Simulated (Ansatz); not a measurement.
C₃H₃ (SMILES C#C[CH2-]), charge -1, singlet, geometry from GFN2-xTB (a gas-phase anion, which may not be bound at this level); PBE0-D3BJATM/STO-3G (Ansatz, a program for electronic structure).

The Ansatz input:
Ansatz 0.2 input:
```yaml
crystal:
  periodic: [false, false, false]
  atoms:
    - {symbol: C, position_ang: [-0.00058846, -0.06735310, 0.13145175]}
    - {symbol: C, position_ang: [0.01272709, 0.42165409, 1.28692893]}
    - {symbol: C, position_ang: [-0.00916618, -0.23508926, -1.20054090]}
    - {symbol: H, position_ang: [0.00817204, -0.08669387, 2.25254432]}
    - {symbol: H, position_ang: [0.90933867, -0.33006222, -1.78374476]}
    - {symbol: H, position_ang: [-0.93534543, -0.29851433, -1.77583821]}
basis:
  gaussian:
    orbitals: STO-3G
hamiltonian:
  xc: pbe0
  dispersion: d3bjatm
total_charge: -1
```

Task: Predict the main parts of the log of this Ansatz run.

Result: 
```
Functional definition: PBE0
245 factors; integrals over basis functions are off by at most 4.3e-5 eV
mean field evaluation 1: about -3108.9807 eV, gradient 2.0e1 eV
mean field evaluation 2: about -3102.5589 eV, gradient 5.2e1 eV
mean field evaluation 4: about -3110.2511 eV, gradient 1.7e0 eV
mean field evaluation 8: about -3110.1950 eV, gradient 4.1e-2 eV
mean field -3110.19501190 eV, -114.2975585213 hartree, gradient 8.2e-6 eV, S^2 0.000000; 0 other end points of the search recorded, 0 dependent functions left out
reference -3110.19502390 eV, -114.2975589624 hartree; 11, 11 occupied and 7, 7 virtual orbitals, 245 factors
Total energy: -3110.26148450 eV, -114.3000013444 hartree
```
